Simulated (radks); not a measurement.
Problem. The mean radii <r> (bohr) of the occupied orbitals of an atom or ion are listed with their occupations. Calculated with a radial shooting solver on a logarithmic mesh with Libxc functionals: scalar-relativistic Kohn-Sham, LB94 model potential, spin-polarised, spherical densities, finite nucleus; Fermi nuclear charge, rms radius of each element as measured or else 0.836 A^(1/3) + 0.57 fm.

| orbital | occ. | <r> |
|---|---|---|
| 1s down | 1 | 0.02359 |
| 1s up | 1 | 0.02359 |
| 2s up | 1 | 0.09963 |
| 2s down | 1 | 0.09968 |
| 2p up | 3 | 0.08741 |
| 2p down | 3 | 0.08747 |
| 3s up | 1 | 0.2436 |
| 3s down | 1 | 0.2434 |
| 3p up | 3 | 0.2370 |
| 3p down | 1 | 0.2367 |

Name the element and its charge. Open shells, if any, are filled with parallel spins first.

Solution. Z = 60, neodymium, charge +44: Nd44+ in [Ne] 3s2 3p4. The 1s radius gives Z: for a bare nucleus <r> = (2 gamma + 1)/(2Z) with gamma = sqrt(1 - (Z/c)^2), 0.02332 bohr for Z = 60, and screening makes it slightly larger (0.02359 here). The occupations add up to 16, and the charge is Z minus that.
